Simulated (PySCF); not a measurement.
Level of theory: PySCF, delta-SCF UKS SCAN, pcX-2 on the ionised atom, pcseg-1 elsewhere, spin-free X2C. Geometries: GFN2-xTB; isolated species, one conformer each. Values against the vacuum level.

(1) Rank by computed C 1s binding energy, lowest first.
A. C5 in `[CH2:1]=[N:2][C@@H:3]1[O:4][CH2:5][SiH2:6]1`
B. C5 in `[O:1]=[CH:2][CH2:3][SiH2:4][CH:5]=[O:6]`
C. C1 in `[CH3:1][C@H:2]1[O:3][C:4](=[O:5])[SiH2:6]1`
D. C2 in `[CH3:1][C:2]1=[CH:3][O:4][SiH2:5][O:6]1`
E. C2 in `[CH:1]#[C:2][Si@H:3]([OH:4])[O:5][CH3:6]`

(2) Rank by computed O 1s binding energy, lowest first.
A. O4 in `[CH3:1][C:2]1=[CH:3][O:4][SiH2:5][O:6]1`
B. O4 in `[CH:1]#[C:2][Si@H:3]([OH:4])[O:5][CH3:6]`
C. O5 in `[CH3:1][C@H:2]1[O:3][C:4](=[O:5])[SiH2:6]1`
D. Oxygen in `C=NC[SiH2]C=O`
E. O3 in `[CH2:1]=[CH:2][O:3][SiH2:4][CH:5]=[O:6]`

(3) Order these sites by rising Si 1s binding energy.
A. Silicon in `O=CC[SiH2]C=O`
B. Silicon in `CC1=CO[SiH2]O1`
C. Silicon in `C=CO[SiH2]C=O`
D. Silicon in `C[C@H]1OC(=O)[SiH2]1`

Answers

(1) E (290.26 eV), C (291.08 eV), A (291.44 eV), D (291.72 eV), B (292.73 eV).

From the lowest up, the atoms are bonded to: C (triple bond) and Si (290.26); C and 3 H (291.08); O, 2 H and Si (291.44); O, C (double bond) and C (291.72); O (double bond), H and Si (292.73).

(2) C (537.60 eV), D (538.03 eV), A (538.34 eV), B (538.61 eV), E (538.94 eV).

The highest is bonded to C and Si, the lowest to C (double bond); the range is 1.34 eV.

(3) A (1846.53 eV), D (1847.01 eV), C (1847.48 eV), B (1848.03 eV).

The highest is bonded to 2 O and 2 H, the lowest to 2 C and 2 H; the range is 1.50 eV.

3 of these hole states are spin-contaminated (⟨S²⟩ up to 0.91, against 0.75; counted from 0.85) and less certain.
